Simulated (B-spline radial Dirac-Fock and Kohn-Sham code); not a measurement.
X-ray form factors of molybdenum in several charge states

The computed values come from a radial B-spline solver: Dirac-Fock densities.

Configurations: Mo [Kr] 4d5 5s1; Mo²⁺ [Kr] 4d4; Mo⁴⁺ [Kr] 4d2; Mo⁶⁺ [Ar] 3d10 4s2 4p6; Mo⁸⁺ [Ar] 3d10 4s2 4p4; Mo¹⁰⁺ [Ar] 3d10 4s2 4p2. The first column is f₀ of Mo, the others are differences from it.

```
s (Å⁻¹)      Mo  Δ Mo²⁺  Δ Mo⁴⁺  Δ Mo⁶⁺  Δ Mo⁸⁺  Δ Mo¹⁰⁺
      0  42.000  -2.000  -4.000  -6.000  -8.000  -10.000
    0.1  38.647  -0.754  -2.167  -3.755  -5.497   -7.275
    0.2  33.182  +0.033  -0.414  -1.163  -2.291   -3.522
    0.3  28.377  +0.073  +0.124  +0.013  -0.477   -1.096
    0.4  24.620  +0.023  +0.157  +0.288  +0.223   +0.064
    0.5  21.798  -0.001  +0.073  +0.196  +0.306   +0.382
    0.7  17.733  -0.006  -0.027  -0.040  +0.029   +0.124
    0.9  14.448  -0.001  -0.025  -0.065  -0.086   -0.099
    1.1  11.620   0.000  -0.009  -0.030  -0.068   -0.114
    1.4   8.540   0.000  -0.001  -0.006  -0.020   -0.042
```
